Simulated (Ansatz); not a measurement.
Species: sum formula NbO2F, charge 0, multiplicity 1. SMILES: [F][Nb](=[O])=[O]
Coordinates optimised at B3LYP-D3(BJ)/def2-TZVP (Ansatz, a quantum-chemistry and plane-wave program):
```xyz
4

Nb     0.0470    -0.0671    -0.1842
O     -1.3757    -0.9681     0.1561
O     -0.4337     1.5478    -0.5197
F      1.3944    -0.2099     1.1623
```

Property: vertical triplet-singlet gap (E(triplet) - E(singlet); each state is the SCF solution reached for its spin; the UHF <S^2> is 2.24 for the triplet (pure: 2.00); for the triplet T1 is 0.045; for the singlet T1 is 0.030), in eV. Correlated levels leave the core frozen unless marked. Open shells are spin-unrestricted. No spin-orbit coupling. Frozen are the shells of the preceding noble gas and the d and f shells that filled before the atom's block. Past Kr the def2 sets carry scalar-relativistic core potentials. CBS marks a two-point X^-3 extrapolation of the correlation energy; Hartree-Fock from the larger set. [CCSD(T)-MP2]/basis is that difference in the basis named.

```json
[
 {"level": "HF/def2-SVPD", "program": "Ansatz", "vertical triplet-singlet gap (eV)": "1.20"},
 {"level": "SVWN5/def2-TZVPD", "program": "Ansatz", "vertical triplet-singlet gap (eV)": "2.74"},
 {"level": "PBE/def2-TZVPD", "program": "Ansatz", "vertical triplet-singlet gap (eV)": "2.56"},
 {"level": "B3LYP/def2-TZVPD", "program": "Ansatz", "vertical triplet-singlet gap (eV)": "2.44"},
 {"level": "PBE0/def2-TZVPD", "program": "Ansatz", "vertical triplet-singlet gap (eV)": "2.45"},
 {"level": "BHLYP/def2-TZVPD", "program": "Ansatz", "vertical triplet-singlet gap (eV)": "2.18"},
 {"level": "CAM-B3LYP/def2-TZVPD", "program": "Ansatz", "vertical triplet-singlet gap (eV)": "2.46"},
 {"level": "wB97M-V/def2-TZVPD", "program": "Ansatz", "vertical triplet-singlet gap (eV)": "2.63"},
 {"level": "wB97X-V/def2-TZVPD", "program": "Ansatz", "vertical triplet-singlet gap (eV)": "2.63"},
 {"level": "MP2/def2-SVPD", "program": "Ansatz", "vertical triplet-singlet gap (eV)": "4.41"},
 {"level": "MP2/def2-TZVPPD", "program": "Ansatz", "vertical triplet-singlet gap (eV)": "4.39"},
 {"level": "RI-MP2/def2-TZVPPD", "program": "Ansatz", "vertical triplet-singlet gap (eV)": "4.39"},
 {"level": "RI-MP2/def2-QZVPPD", "program": "Ansatz", "vertical triplet-singlet gap (eV)": "4.43"},
 {"level": "RI-MP2/CBS(def2-TZVPPD,def2-QZVPPD)", "program": "Ansatz", "vertical triplet-singlet gap (eV)": "4.46"},
 {"level": "SCS-MP2/def2-SVPD", "program": "Ansatz", "vertical triplet-singlet gap (eV)": "4.20"},
 {"level": "SCS-MP2/def2-TZVPPD", "program": "Ansatz", "vertical triplet-singlet gap (eV)": "4.19"},
 {"level": "CCSD/def2-SVPD", "program": "Ansatz", "vertical triplet-singlet gap (eV)": "2.51"},
 {"level": "CCSD/def2-TZVPPD", "program": "Ansatz", "vertical triplet-singlet gap (eV)": "2.51"},
 {"level": "CCSD(T)/def2-SVPD", "program": "Ansatz", "vertical triplet-singlet gap (eV)": "2.79"},
 {"level": "RI-MP2/CBS(def2-TZVPPD,def2-QZVPPD)+[CCSD(T)-MP2]/def2-SVPD", "program": "Ansatz", "vertical triplet-singlet gap (eV)": "2.84"},
 {"level": "RI-MP2/CBS(def2-TZVPPD,def2-QZVPPD)+[CCSD(T)-MP2]/def2-TZVPPD", "program": "Ansatz", "vertical triplet-singlet gap (eV)": "2.87"}
]
```
